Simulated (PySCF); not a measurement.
Species: C7H12.
Bonds: C1–C2 (double), C2–C3, C3–C4, C2–C5, C5–C6, C6–C7, C5–C7. Hydrogens: H8, H9 on C1; H10, H11 on C3; H12, H13, H14 on C4; H15 on C5; H16, H17 on C6; H18, H19 on C7.

The same species was optimised twice, with GFN2-xTB and with PBE0-D3(BJ)/def2-SVP (PySCF), and the same property calculations (PySCF, gas phase) were run on both structures.

| coordinate | GFN2-xTB | PBE0-D3(BJ)/def2-SVP | change |
| --- | --- | --- | --- |
| C1=C2 (Å) | 1.326 | 1.339 | +0.013 |
| C2–C5 (Å) | 1.485 | 1.493 | +0.008 |
| C3–C4 (Å) | 1.523 | 1.516 | -0.007 |
| C5–C7 (Å) | 1.506 | 1.508 | +0.002 |
| C5–C6 (Å) | 1.506 | 1.508 | +0.002 |
| C2–C3 (Å) | 1.508 | 1.506 | -0.002 |
| C6–C7 (Å) | 1.492 | 1.491 | -0.001 |
| C2–C3–C4 (°) | 115.7 | 116.8 | +1.1 |
| C1–C2–C3 (°) | 123.9 | 123.1 | -0.8 |
| C3–C2–C5 (°) | 113.2 | 113.8 | +0.6 |
| C1–C2–C5 (°) | 122.8 | 123.1 | +0.3 |
| C2–C5–C6 (°) | 121.3 | 121.5 | +0.2 |
| C2–C5–C7 (°) | 121.3 | 121.5 | +0.2 |
| C6–C5–C7 (°) | 59.4 | 59.2 | -0.2 |
| C5–C6–C7 (°) | 60.3 | 60.4 | +0.1 |
| C1–C2–C3–C4 (°) | 0 | 0 | 0 |
| C1–C2–C5–C6 (°) | -35 | -35 | 0 |

Rotational constants: A = 6345, B = 1485, C = 1350 MHz (GFN2-xTB) against A = 6291, B = 1472, C = 1338 MHz (PBE0-D3(BJ)/def2-SVP). Point groups within 0.08 Å: Cs and Cs.

On the GFN2-xTB structure: lowest singlet, TDDFT (eV) 6.68 [CAM-B3LYP/def2-SVPD]; lowest triplet, Tamm–Dancoff (eV) 4.24 [CAM-B3LYP/def2-SVPD]; isotropic polarisability (au) 81.0 [CAM-B3LYP/def2-SVPD]; HOMO (eV) -7.99 [CAM-B3LYP/def2-SVPD]; LUMO (eV) 1.45 [CAM-B3LYP/def2-SVPD]; dipole (D) 0.69 [CAM-B3LYP/def2-SVPD]; HOMO (eV) -6.67 [PBE0/pcSseg-1]; LUMO (eV) 0.58 [PBE0/pcSseg-1]; dipole (D) 0.67 [PBE0/pcSseg-1]; GIAO shielding of C1 (ppm) 84.5 [PBE0/pcSseg-1]; GIAO shielding of C2 (ppm) 22.5 [PBE0/pcSseg-1]; GIAO shielding of C3 (ppm) 151.5 [PBE0/pcSseg-1]; GIAO shielding of C4 (ppm) 174.0 [PBE0/pcSseg-1]; GIAO shielding of C5 (ppm) 169.0 [PBE0/pcSseg-1]; GIAO shielding of C6/C7 (mean) (ppm) 171.6 [PBE0/pcSseg-1].

**Question.** What do these properties become on the PBE0-D3(BJ)/def2-SVP structure?

**Answer.** 
```csv
property,level,on GFN2-xTB,on PBE0-D3(BJ)/def2-SVP,change
"lowest singlet, TDDFT (eV)",CAM-B3LYP/def2-SVPD,6.68,6.60,-0.08
"lowest triplet, Tamm–Dancoff (eV)",CAM-B3LYP/def2-SVPD,4.24,4.13,-0.11
isotropic polarisability (au),CAM-B3LYP/def2-SVPD,81.0,82.6,+1.6
HOMO (eV),CAM-B3LYP/def2-SVPD,-7.99,-7.96,+0.03
LUMO (eV),CAM-B3LYP/def2-SVPD,1.45,1.43,-0.02
dipole (D),CAM-B3LYP/def2-SVPD,0.69,0.72,+0.03
"energy, GFN2-xTB geometry as zero (kcal/mol)",CAM-B3LYP/def2-SVPD,0.0,-0.8,-0.8
HOMO (eV),PBE0/pcSseg-1,-6.67,-6.64,+0.03
LUMO (eV),PBE0/pcSseg-1,0.58,0.51,-0.07
dipole (D),PBE0/pcSseg-1,0.67,0.70,+0.03
"energy, GFN2-xTB geometry as zero (kcal/mol)",PBE0/pcSseg-1,0.0,-0.5,-0.5
GIAO shielding of C1 (ppm),PBE0/pcSseg-1,84.5,81.3,-3.2
GIAO shielding of C2 (ppm),PBE0/pcSseg-1,22.5,19.8,-2.7
GIAO shielding of C3 (ppm),PBE0/pcSseg-1,151.5,150.4,-1.1
GIAO shielding of C4 (ppm),PBE0/pcSseg-1,174.0,172.1,-1.9
GIAO shielding of C5 (ppm),PBE0/pcSseg-1,169.0,167.9,-1.1
GIAO shielding of C6/C7 (mean) (ppm),PBE0/pcSseg-1,171.6,169.3,-2.3
```

The heavy atoms differ by 0.011 Å rms after alignment. Among bonds between heavy atoms C1=C2 changes most (+0.013 Å). Changes are differences of the printed values. Neither structure is proved a minimum here.

Conformer computed: `[CH2:1]=[C:2]([CH2:3][CH3:4])[CH:5]1[CH2:6][CH2:7]1`: C1–C2–C3–C4 0°, C1–C2–C5–C6 -35°.
